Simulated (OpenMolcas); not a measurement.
# W4+: moving or changing the point charges

W4+ among 8 point charges of -1.2 e arranged as a cube (Oh), 2.14 Å from the ion.
```
   1.2355    1.2355    1.2355  -1.20
   1.2355    1.2355   -1.2355  -1.20
   1.2355   -1.2355    1.2355  -1.20
   1.2355   -1.2355   -1.2355  -1.20
  -1.2355    1.2355    1.2355  -1.20
  -1.2355    1.2355   -1.2355  -1.20
  -1.2355   -1.2355    1.2355  -1.20
  -1.2355   -1.2355   -1.2355  -1.20
```

```yaml
Program: OpenMolcas 26.06
Method: CASSCF
Basis: ANO-RCC-VDZP [7s6p4d2f1g]
Scalar_Hamiltonian: DKH2, point nucleus
Active_space: 2 electrons in 5 orbitals (5d)
State_averaging: 2S+1 = 3 even, 10 roots; 2S+1 = 1 even, 15 roots
Spin-orbit_coupling: RASSI with atomic mean-field integrals over the reference wave functions
```

Runs around this geometry, states (labels of O, the rotations of Oh). Energies in cm-1 above the lowest state or level, χT in cm3 K/mol; 10Dq and B are least-squares fits to the states below 45000 cm-1, weighted by degeneracy, with a free offset, and given where the rms deviation is under 5 % of |10Dq| (or 100 cm-1) and under 700 cm-1; 10Dq is negative for this site.

| R (Å) | q (e) | Ground state | First state of that spin | 10Dq | B (rms of fit) | First gap with spin-orbit (degeneracies) | χT at 300 K | First state of another spin |
| --- | --- | --- | --- | --- | --- | --- | --- | --- |
| 2.14 | -0.96 | 3A2 | 3T2 5199 | -5384 | 784 (64) | 2727 (3, 2) | 0.066 | 1E 11810 |
| 2.14 | -1.2 | 3A2 | 3T2 6565 | -6835 | 778 (86) | 3641 (3, 2) | 0.067 | 1E 11814 |
| 2.24 | -1.2 | 3A2 | 3T2 5281 | -5484 | 784 (70) | 2776 (3, 2) | 0.065 | 1E 11811 |

Taking |10Dq| as R^-n, n = -ln(5484 / 6835) / ln(2.24 / 2.14) = 4.8 between the shortest and longest distance. The point-charge formula for a cubic d site gives n = 5.

Scaling the charges by -0.96 / -1.2 = 0.80 scales |10Dq| by 5384 / 6835 = 0.79; with fixed orbitals a first-order splitting would follow the charge.

Without dynamic correlation the repulsion within the d shell is too large (B by tens of per cent), so at a given field states of lower spin stand too high. Spin-orbit coupling mixes the spin-free states strongly: the lowest level takes only 55 % from its leading state, 3A2 (figures for R = 2.14, q = -0.96; the like holds for R = 2.14, q = -1.2, R = 2.24, q = -1.2). Point charges carry no covalency, so the field is a model and not that of real ligands. No measured value stands beside these numbers.
